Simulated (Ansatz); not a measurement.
```yaml
crystal:
  periodic: [false, false, false]
  atoms:
    - {symbol: N, position_ang: [0.514251, -3.743829, -0.331615]}
    - {symbol: Ga, position_ang: [0.616215, -3.906175, 1.987453]}
    - {symbol: N, position_ang: [0.579673, -1.636706, -3.244903]}
    - {symbol: Ga, position_ang: [-1.318303, -0.761105, -4.151416]}
    - {symbol: Ga, position_ang: [0.624246, -1.692717, -1.040026]}
    - {symbol: N, position_ang: [-1.110604, -0.640368, -0.296880]}
    - {symbol: N, position_ang: [0.627563, -1.707599, 2.499200]}
    - {symbol: Ga, position_ang: [-1.261485, -0.727300, 1.948142]}
    - {symbol: N, position_ang: [-1.126638, 1.320529, -3.245345]}
    - {symbol: Ga, position_ang: [-1.152179, 1.388072, -1.040539]}
    - {symbol: N, position_ang: [-2.982085, 2.321456, -0.332416]}
    - {symbol: N, position_ang: [-1.163957, 1.398829, 2.498798]}
    - {symbol: Ga, position_ang: [-3.072919, 2.489399, 1.986716]}
    - {symbol: N, position_ang: [2.344136, -0.656717, -0.292189]}
    - {symbol: Ga, position_ang: [2.514893, -0.784791, 1.912276]}
    - {symbol: Ga, position_ang: [2.486762, 1.433682, -1.114726]}
    - {symbol: N, position_ang: [0.605957, 2.357641, -0.292702]}
    - {symbol: N, position_ang: [2.336999, 1.348171, 2.568354]}
    - {symbol: Ga, position_ang: [0.580022, 2.570157, 1.911673]}
    - {symbol: H, position_ang: [-0.449735, -4.266382, -0.669590]}
    - {symbol: H, position_ang: [1.366646, -4.394936, -0.738595]}
    - {symbol: H, position_ang: [-0.918653, -4.598763, 2.448279]}
    - {symbol: H, position_ang: [2.215997, -4.552896, 2.276540]}
    - {symbol: H, position_ang: [0.722120, -2.683051, -3.695080]}
    - {symbol: H, position_ang: [1.473894, -1.023665, -3.630103]}
    - {symbol: H, position_ang: [-2.646797, -1.527708, -3.296117]}
    - {symbol: H, position_ang: [-1.099435, -0.635023, -5.874131]}
    - {symbol: H, position_ang: [-2.044113, -1.178672, -0.699639]}
    - {symbol: H, position_ang: [0.625111, -1.750946, 3.651041]}
    - {symbol: H, position_ang: [-2.704866, -1.559777, 2.453429]}
    - {symbol: H, position_ang: [-1.961820, 1.966948, -3.695275]}
    - {symbol: H, position_ang: [-0.148874, 1.788269, -3.631304]}
    - {symbol: H, position_ang: [-3.917646, 1.750061, -0.671218]}
    - {symbol: H, position_ang: [-3.117290, 3.385717, -0.738895]}
    - {symbol: H, position_ang: [-1.202665, 1.418726, 3.650634]}
    - {symbol: H, position_ang: [-4.440749, 1.506442, 2.445797]}
    - {symbol: H, position_ang: [-2.832838, 4.197875, 2.277499]}
    - {symbol: H, position_ang: [3.293646, -1.167096, -0.694974]}
    - {symbol: H, position_ang: [4.000172, -1.500188, 2.471084]}
    - {symbol: H, position_ang: [2.238132, 1.289893, -2.870081]}
    - {symbol: H, position_ang: [3.885484, 2.240302, -0.436841]}
    - {symbol: H, position_ang: [0.640005, 3.434955, -0.695832]}
    - {symbol: H, position_ang: [2.383344, 1.375069, 3.716214]}
    - {symbol: H, position_ang: [3.294003, 1.899988, 2.247266]}
    - {symbol: H, position_ang: [0.704379, 4.214222, 2.470038]}
basis:
  gaussian: {orbitals: def2-TZVP, fitting: {mean_field: def2-universal-jkfit}, final_grid: {core_spheres: 5, valence_spheres: 4, degree: 11}}
total_charge: 1
hamiltonian: {xc: {name: BHLYP}}
scf: {lower_state_search: off}
```

```sh
$ ansatz run in.yaml --threads 5 --pin off --events-out ev --progress --plain --max-ram 66560MiB --backend cuda --devices 0, --max-vram 37GiB
```

It prints (some lines left out):

```
Functional definition: BHLYP
3632 factors; integrals over basis functions are off by at most 8.0e-1 eV
mean field evaluation 1: about -486662.8388 eV, gradient 1.6e2 eV
mean field evaluation 2: about -486586.9019 eV, gradient 2.4e2 eV
mean field evaluation 4: about -486712.6641 eV, gradient 1.8e1 eV
mean field evaluation 8: about -486713.3449 eV, gradient 1.8e0 eV
mean field evaluation 16: about -486713.3498 eV, gradient 2.1e-3 eV
mean field -486713.34980780 eV, -17886.3856992791 hartree, gradient 8.6e-6 eV, S^2 0.000000; 0 other end points of the search recorded, 0 dependent functions left out
reference -486713.35029477 eV, -17886.3857171750 hartree; 187, 187 occupied and 711, 711 virtual orbitals, 3632 factors
Total energy: -486713.35029477 eV, -17886.3857171750 hartree
Checks for a lower state left out: stability, starts, cluster_reference, orbital_swaps, neighbouring_geometries, increment
```

Hardware: 5 threads of AMD EPYC 7R13 on a shared host and a share (37 GiB) of an NVIDIA H100 80GB HBM3. Wall time 21 s.
